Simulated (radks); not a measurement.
Spin polarisation of the 4f1 shell in neutral cerium. Start: [Xe] 4f(up 0.5, down 0.5) 5d(up 0.5, down 0.5) 6s2; electrons of 4f are moved from spin down to spin up, other shells keep equal spins. Calculated with a radial shooting solver on a logarithmic mesh with Libxc functionals: non-relativistic Kohn-Sham, r2SCAN, spin-polarised, spherical densities, point nucleus; meta-GGA in the generalised Kohn-Sham scheme.

[
 {"moment (Bohr magnetons)": "0", "E - E(0) (eV)": "0.000", "e(4f up) (eV)": "-8.594", "e(4f down) (eV)": "-8.594", "6s down minus up (eV)": "0.000", "5d down minus up (eV)": "0.000"},
 {"moment (Bohr magnetons)": "0.25", "E - E(0) (eV)": "-0.015", "e(4f up) (eV)": "-8.716", "e(4f down) (eV)": "-8.468", "6s down minus up (eV)": "0.012", "5d down minus up (eV)": "0.041"},
 {"moment (Bohr magnetons)": "0.5", "E - E(0) (eV)": "-0.062", "e(4f up) (eV)": "-8.834", "e(4f down) (eV)": "-8.339", "6s down minus up (eV)": "0.025", "5d down minus up (eV)": "0.083"},
 {"moment (Bohr magnetons)": "0.75", "E - E(0) (eV)": "-0.139", "e(4f up) (eV)": "-8.948", "e(4f down) (eV)": "-8.205", "6s down minus up (eV)": "0.037", "5d down minus up (eV)": "0.124"},
 {"moment (Bohr magnetons)": "1", "E - E(0) (eV)": "-0.247", "e(4f up) (eV)": "-9.058", "e(4f down) (eV)": "-8.068", "6s down minus up (eV)": "0.050", "5d down minus up (eV)": "0.166"}
]

At moment 1 the spin-polarisation energy is -0.247 eV and the 4f exchange splitting 0.990 eV, that is 0.990 eV per Bohr magneton; E = -I m^2/4 would give I = 0.990 eV.
